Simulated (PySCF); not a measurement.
# Electric field gradients and quadrupole coupling constants

Compound: C6H12SSi.
Geometry (GFN2-xTB, Å), atoms numbered from 1 in this order:
```xyz
20
C6H12SSi angstrom
C     -2.420    0.384    0.881
C     -1.122    0.656    0.164
C     -1.016    0.429   -1.330
C     -0.327   -0.471   -0.373
C     -0.213   -1.926   -0.131
C      1.018   -1.051   -0.194
S      1.929   -0.757    1.338
Si     2.959    1.039    0.805
H     -2.915   -0.483    0.452
H     -2.232    0.189    1.936
H     -3.087    1.241    0.804
H     -0.571    1.499    0.566
H     -0.423    1.113   -1.920
H     -1.884    0.047   -1.848
H     -0.501   -2.305    0.839
H     -0.386   -2.617   -0.945
H      1.679   -1.148   -1.046
H      1.993    2.111    0.591
H      3.686    0.778   -0.433
H      3.828    1.281    1.941
```

Field gradients from the PBE0/pcSseg-1 density (PySCF, non-relativistic), principal values in atomic units, ordered |Vxx| ≤ |Vyy| ≤ |Vzz|:

```
atom     Vxx     Vyy      Vzz
  S7  0.2138  2.0941  -2.3079
```

Find the asymmetry η = (Vxx − Vyy)/Vzz and the couplings χ = eQV/h (234.96 MHz × Q in barn × V in au), with Q(33S) = −0.0678 b.

```json
{"atom": "S7", "environment": "sulfur bonded to C and Si", "nucleus": "33S", "η": "0.81", "χzz (MHz)": "36.77", "χxx (MHz)": "-3.41", "χyy (MHz)": "-33.36"}
```

What is Vzz at S7 in SI units (1 au = 9.71736 × 10²¹ V/m²)?

-2.3079 au = -22.427 × 10²¹ V/m².

And the gradient at the other heavy atoms, for which no coupling is worked out here?

```json
{"atom": "C1", "environment": "methyl carbon", "Vzz (au)": "0.069", "η": "0.09"}
{"atom": "C2", "environment": "three-membered-ring carbon", "Vzz (au)": "0.176", "η": "0.09"}
{"atom": "C3", "environment": "three-membered-ring carbon", "Vzz (au)": "0.183", "η": "0.14"}
{"atom": "C4", "environment": "sp3 carbon at a ring junction", "Vzz (au)": "0.296", "η": "0.25"}
{"atom": "C5", "environment": "three-membered-ring carbon", "Vzz (au)": "0.190", "η": "0.13"}
{"atom": "C6", "environment": "sp3 carbon bound to sulfur", "Vzz (au)": "0.309", "η": "0.63"}
{"atom": "Si8", "environment": "SiH3 silicon", "Vzz (au)": "0.510", "η": "0.13"}
```

What couplings would deuterons (Q(2H) = 0.00286 b) have in place of the hydrogens, at this geometry?

| atom | bonded to | bond length (Å) | Vzz (au) | η | χzz (kHz) |
| --- | --- | --- | --- | --- | --- |
| H9 | C1 | 1.087 | 0.3151 | 0.03 | 212 |
| H10 | C1 | 1.089 | 0.3130 | 0.02 | 210 |
| H11 | C1 | 1.089 | 0.3136 | 0.02 | 211 |
| H12 | C2 | 1.085 | 0.3191 | 0.08 | 214 |
| H13 | C3 | 1.081 | 0.3306 | 0.07 | 222 |
| H14 | C3 | 1.081 | 0.3297 | 0.07 | 222 |
| H15 | C5 | 1.080 | 0.3281 | 0.06 | 221 |
| H16 | C5 | 1.081 | 0.3281 | 0.06 | 220 |
| H17 | C6 | 1.083 | 0.3216 | 0.09 | 216 |
| H18 | Si8 | 1.459 | 0.1656 | 0.01 | 111 |
| H19 | Si8 | 1.459 | 0.1648 | 0.02 | 111 |
| H20 | Si8 | 1.450 | 0.1714 | 0.02 | 115 |

Isolated species at its GFN2-xTB geometry (one conformer only). GFN2-xTB bond lengths can be off by several hundredths of an ångström, more for odd bonds, and the gradients follow them. The basis is small and wasn't made for field gradients, so the couplings can be 20 % off.

The run behind these numbers computed NMR shieldings as well. The run took 72 s on an Arm Neoverse N1 with one thread, no GPU, shared host, and the process peaked at 1.0 GiB of memory.
